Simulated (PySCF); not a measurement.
Species: C7H13B.
Numbering: `[CH2:1]=[CH:2][C@H:3]1[CH2:4][BH:5][CH2:6][CH2:7][CH2:8]1` (hydrogens: H9, H10 on C1; H11 on C2; H12 on C3; H13, H14 on C4; H15 on B5; H16, H17 on C6; H18, H19 on C7; H20, H21 on C8)

Cartesian coordinates in Å at the PBE0-D3(BJ)/def2-SVP level; atoms count from 1:
```
atom  x, y, z in Å
C1     2.7355    0.6593    1.0341
C2     2.0999    0.6052   -0.1379
C3     0.6206    0.4814   -0.3645
C4     0.3079   -0.7596   -1.2199
B5    -1.1934   -1.1951   -1.2697
C6    -2.1816   -0.6998   -0.1652
C7    -1.7174    0.5275    0.6192
C8    -0.2200    0.5023    0.9101
H9     3.8252    0.7323    1.0789
H10    2.2048    0.6334    1.9898
H11    2.7006    0.6308   -1.0570
H12    0.3205    1.3646   -0.9637
H13    0.7962   -1.6491   -0.7602
H14    0.7677   -0.6987   -2.2211
H15   -1.5557   -2.0162   -2.0885
H16   -2.2221   -1.5871    0.5075
H17   -3.2174   -0.6050   -0.5316
H18   -2.2788    0.6294    1.5627
H19   -1.9466    1.4377    0.0367
H20    0.0543    1.3789    1.5190
H21    0.0254   -0.3865    1.5215
```

Computed with TDDFT CAM-B3LYP/def2-SVPD, vertical, gas phase, core orbitals frozen in the response in PySCF.

Ground-to-excited transition dipoles (e·a0, same axes as the geometry; the sign carries no meaning), for the states with f of 0.002 or more among the lowest 8:

```csv
state,E (eV),μx,μy,μz
S1,5.835,-0.126,-0.017,-0.002
S3,6.857,-0.197,-0.187,-0.262
S4,7.254,0.072,-0.353,0.133
S5,7.428,-1.051,-0.199,-1.070
S6,7.699,0.012,0.277,-0.014
S7,7.745,0.056,-0.014,-0.110
S8,7.850,-0.155,-0.146,-0.002
```

Task: Work out the oscillator strengths.

Result: f = (2/3) ΔE |μ|² with ΔE in hartree (27.2114 eV).

```csv
state,|μ|² (au),|μ| (D),f
S1,0.016,0.32,0.002
S3,0.142,0.96,0.024
S4,0.147,0.98,0.026
S5,2.289,3.85,0.417
S6,0.077,0.70,0.014
S7,0.015,0.32,0.003
S8,0.045,0.54,0.009
```

Task: Which bond between heavy atoms lies closest to the direction of the S5 transition dipole?

Result: C1–C2, at 17° from it; next C7–C8 at 35°.

Task: What angle do the transition dipoles of S4 and S5 make?

Result: |cos θ| = |μa·μb| / (|μa| |μb|) = 0.25, so θ ≈ 75° (taken between 0 and 90°, since the signs are arbitrary).

Task: How is the summed strength of these states shared among x, y and z?

Result: (2/3) Σ ΔE μα² gives 0.216 for x, 0.054 for y and 0.225 for z, 0.495 in all.

Task: What peak molar absorption coefficient would the strongest computed level give as a lone Gaussian band 0.4 eV wide at half height?

Result: ε(max) = 2.175×10⁸ f / FWHM, with the width in cm⁻¹. S5: 2.175×10⁸ × 0.4166 / 3226 ≈ 28000 L mol⁻¹ cm⁻¹.

The vertical ionisation energy (ΔSCF) is 9.41 eV, 1.56 eV above S8.

One conformer stands for the species.
